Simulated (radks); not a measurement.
The numbers below are computed, except where a source is named.
Spherical jellium clusters: N electrons in a uniform positive sphere of charge N and radius rs N^(1/3), rs = 2.71 bohr. Level of theory: non-relativistic Kohn-Sham, LDA (Slater exchange, Perdew-Wang correlation), spin-polarised, spherical densities (a radial shooting solver with Libxc functionals). Levels are named by radial order and angular momentum (1s, 1p, 1d, 2s, ...), and open shells are averaged over m.

N = 27, configuration 1s2 1p6 1d10 2s2 1f(up 7, down 0). This is the lowest configuration that the search found. Occupied and some empty levels:

| level | occupation | eigenvalue (eV) | <r> (bohr) |
|---|---|---|---|
| 1s up | 1 | -8.7773 | 4.864 |
| 1s down | 1 | -8.4438 | 4.611 |
| 1p up | 3 | -7.2895 | 5.863 |
| 1p down | 3 | -6.7920 | 5.734 |
| 1d up | 5 | -5.4783 | 6.585 |
| 1d down | 5 | -4.9001 | 6.550 |
| 2s up | 1 | -4.7727 | 5.594 |
| 2s down | 1 | -4.4368 | 5.740 |
| 1f up | 7 | -3.4180 | 7.250 |
| 1f down | 0 | -2.8210 | 7.308 |
| 2p up | 0 | -2.5584 | 7.026 |
| 2p down | 0 | -2.2455 | 7.179 |
| 1g up | 0 | -1.2125 | 8.050 |
| 2d up | 0 | -0.73849 | 9.524 |
| 1g down | 0 | -0.66088 | 8.296 |
| 2d down | 0 | -0.49488 | 10.14 |

Energy (eV): total -36.9649, kinetic 96.642, external -2858.3, Hartree 1397.9, exchange-correlation -137.26, background 1464.0.
